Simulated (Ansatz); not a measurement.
Pt4⁺. Charge 1, multiplicity 2. Geometry B3LYP-D4/def2-SVP; atoms count from 1.

Cartesian coordinates in Å:
```
Pt 0.7539 -1.3034 0.8800
Pt -0.7537 1.3034 -0.8801
Pt 0.5679 1.1357 1.1956
Pt -0.5682 -1.1357 -1.1954
```

In the def2 sets Pt takes a core potential; there is no spin–orbit coupling. The charge 1 doublet is spin-contaminated (final ⟨S²⟩ up to 0.86, 0.75 for a pure state). No other spin state of charge 1 was run. Another isomer (quartet) lies 1.38 eV lower at PBE0-D4/def2-TZVP; other spin states weren't run for this one.

Q: Estimate the Mulliken populations from the PBE0/def2-TZVP orbitals of Ansatz.

A: 
| atom | charge (e) | spin (α − β) | d electrons |
| --- | --- | --- | --- |
| Pt1 | 0.25 | 0.25 | 8.89 |
| Pt2 | 0.25 | 0.25 | 8.89 |
| Pt3 | 0.25 | 0.25 | 8.89 |
| Pt4 | 0.25 | 0.25 | 8.89 |
Mulliken values and Mayer orders depend strongly on the basis.

Q: Where does the spin sit?

A: Summed by element: Pt 1.00, of 1 unpaired in all. Largest on single atoms: Pt3 0.25, Pt4 0.25, Pt2 0.25.

Q: And the Mayer bond orders between bonded heavy atoms (over 0.3)?

A: Pt1–Pt3 1.09 (2.47 Å); Pt1–Pt4 1.09 (2.47 Å); Pt2–Pt3 1.09 (2.47 Å); Pt2–Pt4 1.09 (2.47 Å). Values over 0.3 also appear between atoms too far apart for a bond (Pt1–Pt2 0.32 at 3.49 Å; Pt3–Pt4 0.32 at 3.49 Å); they arise where an orbital or an unpaired electron spreads over both atoms.
